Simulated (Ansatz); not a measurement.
`[OH][Ga]([Cl])[Br]` + HBr → `[OH][Ga]([Br])[Br]` + HCl at 500 K and 1 bar (ligand exchange at a Ga–Cl bond).

Computed with Ansatz on PBE0-D4/def2-TZVP structures; ΔE is electronic, products minus reactants. CCSD(T)/CBS is the MP2 limit (def2-TZVPP, def2-QZVPP) plus CCSD(T) − MP2 in def2-TZVPP, frozen cores. This one scheme is used for every species. For Br, Ga outer-core shells are correlated without core-valence functions, which leaves a few kJ/mol of doubt a bond. Scalar relativity is left out up to krypton. Each species was taken in one conformer, which may not be the lowest.

```
             species  CCSD(T)/CBS energy (Eh)  H − E (kJ/mol)  S (J/(mol·K))
`[OH][Ga]([Cl])[Br]`              -5032.95761            77.9          391.7
                 HBr              -2573.91920            30.5          213.7
`[OH][Ga]([Br])[Br]`              -7146.50037            77.6          403.7
                 HCl               -460.38127            32.5          201.9
```

H − E and S are ideal-gas, rigid-rotor, harmonic terms from PBE0-D4/def2-TZVP, for one conformer and one mirror image of each species. 1 Eh = 2625.50 kJ/mol, R = 8.31446 J/(mol·K).

Task: By hand: ΔE, ΔH, ΔS and ΔG.

Result: ΔE = (-7146.50037) + (-460.38127) − (-5032.95761) − (-2573.91920) = -0.00483 Eh = -12.7 kJ/mol. Δ(H − E) = 77.6 + 32.5 − 77.9 − 30.5 = 1.7, so ΔH = -11.0 kJ/mol. ΔS = 403.7 + 201.9 − 391.7 − 213.7 = 0.2 J/(mol·K). ΔG = -11.0 − 500 × (0.2)/1000 = -11.1 kJ/mol.

Task: By hand: the equilibrium constant, and the temperature at which ΔG would vanish if ΔH and ΔS stayed fixed.

Result: log₁₀ K = −ΔG/(RT ln 10) = 1.2. ΔH and −TΔS have one sign here, so there is no such temperature.

The number of gas molecules stays the same, so ΔS is small and ΔH decides. A doubt of 5 kJ/mol in ΔE shifts log₁₀ K by 0.5 here. Other conformers and mirror images would add mixing entropy, several J/(mol·K) or more a flexible species. These are equilibria of isolated gas molecules and say nothing of rates. Largest T1 diagnostic: 0.011 (customary marks: 0.02 for closed shells, 0.045 for open ones).

ΔS is within the doubt of such terms, so its sign, and with it that verdict, could turn.
